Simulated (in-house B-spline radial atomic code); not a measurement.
## RPA and G0W0 on LDA exchange-only: Ca8+

Configuration [Ne] 3s2, mean-field start LDA exchange-only. Computed with a B-spline radial code for spherical atoms: all electrons, non-relativistic, point nucleus, each spin shell either full or empty, empty states to l = 9 with an (l + 1/2)⁻⁴ tail; G0W0 by contour deformation at full frequency.

Command:
```bash
python run_gw.py task.json out
```
Settings (radii: box in bohr, nucleus in fm):
```
Z                        20
electrons                12
configuration            [Ne] 3s2
hamiltonian              nr
method                   lda,
lmax                     9
spin_polarised           False
box_radius               7.7
intervals                47
ion_configuration        [Ne] 3s1
```

Time taken, with all properties: 1.4 s on 1 thread of Arm Neoverse V2 (shared host).

Energies (hartree):

```
                                     term       value
                         mean-field total  -652.42592
Hartree-Fock functional on these orbitals  -654.89690
                      direct second order    -0.90788
                    second-order exchange     0.33651
                         SOSEX correction     0.29765
```

(1) What is the RPA correlation energy, and what remains with SOSEX?

Quasi-particle levels (eV):

```csv
level,occupied,mean field,Σx - vxc,Σc,QP weight,G0W0
3s,yes,-176.23,-9.52,?,?,?
2p,yes,-494.97,-38.00,4.59,0.955,-528.38
3p,no,-155.78,9.98,-2.32,0.952,-148.13
```

G0W0 = mean field + (Σx - vxc) + Σc, with Σc (partial-wave tail included) taken at the quasi-particle energy. Levels of low weight are left out.

(2) Where does G0W0 put 3s?

(3) What does it cost to remove one electron (to [Ne] 3s1) by differences of total energies, each species on its own start (correlation terms add to the Hartree-Fock functional)?

Answers

(1) RPA gives -0.79982 hartree (-1.81 eV per electron); RPA + SOSEX gives -0.50217, and the second-order doubles -0.57137 hartree (no singles). SOSEX takes back 37 % of the RPA value.

(2) At -188.59 eV, with Σc = -2.84 eV and a quasi-particle weight of 0.963. The tabulated removal energy is 188.54 ± 0.06 eV (NIST, semi-empirical); the calculation leaves out relativity, Breit and QED terms, and what these don't explain is the method's own error.

(3) LDA exchange-only 185.57 eV, Hartree-Fock functional 185.42 eV, + RPA 188.51 eV, + RPA + SOSEX 187.68 eV, + second order 188.62 eV. Tabulated: 188.54 ± 0.06 eV (NIST, semi-empirical); the calculation leaves out relativity, Breit and QED terms, and what these don't explain is the method's own error.
